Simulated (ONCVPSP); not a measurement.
## u(r) = r·R(r): atom against pseudo-atom (Zn)

Columns: radius, all-electron u(r) and pseudo u(r) of the 3s shell (level -131.48 eV) of zinc in the configuration [Ne] 3s2 3p6 3d10 4s1 4p1; PBE, scalar-relativistic, ONCV scheme, ONCVPSP 4.0.1.

```csv
r (bohr),all-electron,pseudo
0.065,0.0030,0.2330
0.130,-0.6681,0.4563
0.195,-0.6121,0.6610
0.260,-0.1427,0.8393
0.325,0.4003,0.9852
0.390,0.8472,1.0949
0.455,1.1468,1.1669
0.520,1.3062,1.2017
0.585,1.3539,1.2018
0.650,1.3240,1.1715
0.715,1.2450,1.1163
0.780,1.1386,1.0419
0.845,1.0203,0.9546
0.910,0.9004,0.8598
0.975,0.7852,0.7628
1.040,0.6784,0.6677
1.105,0.5818,0.5776
1.170,0.4959,0.4947
1.235,0.4207,0.4204
1.300,0.3553,0.3552
1.365,0.2991,0.2990
1.430,0.2510,0.2509
1.495,0.2102,0.2101
1.560,0.1756,0.1755
1.625,0.1464,0.1464
1.690,0.1218,0.1218
```

Problem. How many radial nodes do the two functions have?

Solution. The all-electron 3s function has n − l − 1 = 2; the pseudo-wave has 0, since the states of the same l below it are removed with the core.

Problem. At about which radius was the pseudo-wave matched?

Solution. 1.30 bohr, where the columns begin to agree (steps of 0.07 bohr).

Problem. Is the pseudo-wave norm-conserving?

Solution. Yes: the ONCV scheme keeps the norm inside the radius equal to the all-electron one, which fixes the energy derivative of the logarithmic derivative at the level.
